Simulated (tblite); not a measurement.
C5H13N2PSi.
SMILES with atom numbers: `[CH3:1][CH2:2][C@H:3]([C:4]#[N:5])[CH2:6][NH:7][SiH2:8][PH2:9]` (hydrogens: H10, H11, H12 on C1; H13, H14 on C2; H15 on C3; H16, H17 on C6; H18 on N7; H19, H20 on Si8; H21, H22 on P9)

Structure used (GFN2-xTB), in Å, numbered top down from 1:
```
atom  x, y, z in Å
C1     2.9239   -0.3245    0.0899
C2     1.7016    0.4805    0.5138
C3     0.5814    0.4099   -0.5339
C4     1.0221    1.0073   -1.7696
N5     1.3730    1.5099   -2.7349
C6    -0.7076    1.1263   -0.0654
N7    -1.2591    0.5864    1.1488
Si8   -1.9847   -0.9718    1.2604
P9    -2.7913   -1.3915   -0.7851
H10    2.6621   -1.3709   -0.0538
H11    3.6979   -0.2656    0.8515
H12    3.3289    0.0597   -0.8437
H13    1.9839    1.5253    0.6672
H14    1.3166    0.0882    1.4581
H15    0.3303   -0.6410   -0.7288
H16   -0.5043    2.1932    0.0699
H17   -1.4623    1.0198   -0.8530
H18   -0.7957    0.9371    1.9724
H19   -2.9584   -0.8532    2.3468
H20   -1.0560   -2.0806    1.5531
H21   -3.8763   -0.5406   -0.6869
H22   -3.5365   -2.4845   -0.3878
```

Method: GFN2-xTB as coded in tblite; computed harmonic values from a numerical Hessian at the method's own geometry, unscaled. The method is semi-empirical: single wavenumbers can be off by several per cent or more. Modes of hydrogen on phosphorus and silicon can be 10 to 20 % off. One conformer, not necessarily the lowest.

Harmonic wavenumbers (cm⁻¹): 26.7, 40.8, 61.4, 93.4, 123.2, 135.7, 140.8, 186.0, 235.6, 263.9, 300.8, 363.0, 437.1, 460.2, 486.5, 496.6, 529.2, 549.2, 577.4, 661.6, 692.4, 717.6, 798.6, 804.3, 819.4, 859.3, 955.6, 995.7, 1038.4, 1079.9, 1109.7, 1116.5, 1145.7, 1159.8, 1190.6, 1233.4, 1259.3, 1291.4, 1332.2, 1335.7, 1359.2, 1418.7, 1467.2, 1485.6, 1500.1, 1502.1, 2134.0, 2239.8, 2317.4, 2401.3, 2405.9, 2904.5, 2927.3, 2948.8, 2967.7, 2979.2, 3032.2, 3039.7, 3044.3, 3450.9.

A = 1626, B = 627.0, C = 539.4 MHz; mass 160.059 u (most abundant isotopes); point group C1, symmetry number 1.

**Question.** What is the zero-point energy?

**Answer.** ½Σν̃ = 37315 cm⁻¹ = 446.39 kJ/mol.

**Question.** What is S at 350 K and 1 bar for an ideal gas of classical rigid rotors and harmonic oscillators?

**Answer.** Translation 175.49, rotation 130.65, vibration 210.34: S = 516.5 J/(mol K).

**Question.** And Cp and H(350 K) − H(0)?

**Answer.** Cp = 224.90 J/(mol K), of which vibrations give 191.64 (their classical limit is 60 R = 498.9); H(350 K) − H(0) = 47.68 kJ/mol without the zero-point energy, 36.04 from vibrations.

**Question.** How do the functions run with temperature in this model?

**Answer.** 
| T (K) | S (J/(mol K)) | Cp (J/(mol K)) | H − H(0) (kJ/mol) | G − H(0) (kJ/mol) | ln q(vib) |
| --- | --- | --- | --- | --- | --- |
| 50 | 269.4 | 70.0 | 2.51 | -10.96 | 1.32 |
| 100 | 327.7 | 99.9 | 6.80 | -25.97 | 3.42 |
| 298.15 | 482.4 | 200.4 | 36.65 | -107.19 | 11.06 |
| 373.15 | 531.2 | 235.3 | 53.01 | -145.22 | 13.73 |
| 500 | 607.4 | 285.9 | 86.18 | -217.51 | 18.07 |
| 750 | 737.9 | 357.6 | 167.26 | -386.17 | 26.06 |
| 1000 | 847.7 | 405.1 | 262.98 | -584.75 | 33.31 |

q(vib) and H(0) count from the zero-point level.

**Question.** Which modes carry the vibrational entropy at 350 K?

**Answer.** 26.7 cm⁻¹: 26.69; 40.8 cm⁻¹: 23.17; 61.4 cm⁻¹: 19.78; 93.4 cm⁻¹: 16.32; 123.2 cm⁻¹: 14.06; 135.7 cm⁻¹: 13.27 J/(mol K); the other 54 give 97.04 together.

**Question.** What must be added to the electronic energy to get the Gibbs energy at 350 K and 1 bar?

**Answer.** ZPE + [H(350 K) − H(0)] − T·S = 446.39 + 47.68 − 180.77 = 313.30 kJ/mol.

**Question.** Blend soft modes into free rotors: weight 1/[1 + (100 cm⁻¹/ν̃)⁴] for the oscillator and the rest for a rotor with moment μB/(μ + B), μ = h/(8π²ν), B = 10⁻⁴⁴ kg m². What vibrational entropy results?

**Answer.** 187.20 J/(mol K) in place of 210.34, which changes −T·S at 350 K by +8.10 kJ/mol.

Hindered rotation and anharmonicity are outside this model. Other conformers, if any are populated, would add a mixing term that is left out. The structure is chiral; the term R ln 2 for an equal mix with its mirror image is left out.
